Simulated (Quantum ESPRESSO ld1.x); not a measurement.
Results of a calculation; reference values are marked as such.
Input file for ld1.x (Quantum ESPRESSO 7.5):

```
 &input
    atom='P',
    iswitch=1,
    rel=0,
    lsd=1,
    dft='PW',
    config='[He] 2s2',
    verbosity='high',
    prefix='ld1',
    max_out_wfc=37,
    file_charge='ld1.rho',
 /
```

Command: `OMP_NUM_THREADS=1 ld1.x < ld1.in > ld1.out`

It prints (banner and zero overlaps left out):

```
     Program LD1 v.7.5 starts

     --------------------------- All-electron run ----------------------------

     atomic number is 15.00
     dft =PW   lsd =1 sic =0 latt =0  beta=0.20 tr2=1.0E-14
     Exchange-correlation= PW
                           (   1   4   0   0   0   0   0)
     mesh =1791 r(mesh) = 100.68026 a.u. xmin = -7.00 dx = 0.00800
     1 Ry =  13.60569312 eV

     n l     nl                  e(Ry)          e(Ha)          e(eV)
     1 0     1S 1( 1.00)    -188.087310968     -94.043655484  -2559.0582334
     2 0     2S 1( 1.00)     -39.227227095     -19.613613547   -533.7136139
     1 0     1S 2( 1.00)    -188.087310968     -94.043655484  -2559.0582334
     2 0     2S 2( 1.00)     -39.227227095     -19.613613547   -533.7136139

     final scf error:  1.2E-15 reached in   9 iterations

     Etot =    -514.837772 Ry,    -257.418886 Ha,   -7004.724731 eV
     Total magnetization:    0.00 Bohr mag.

     Ekin =     514.291994 Ry,     257.145997 Ha,    6997.299052 eV
     Encl =   -1075.052649 Ry,    -537.526324 Ha,  -14626.836427 eV
     Eh   =      67.078714 Ry,      33.539357 Ha,     912.652394 eV
     Exc  =     -21.155831 Ry,     -10.577916 Ha,    -287.839750 eV
```

Run on one thread of a shared host, so times are rough (Intel(R) Xeon(R) Processor @ 2.60GHz): 0.38 s of CPU time, 0.98 s wall, 9 iterations on 1791 mesh points.
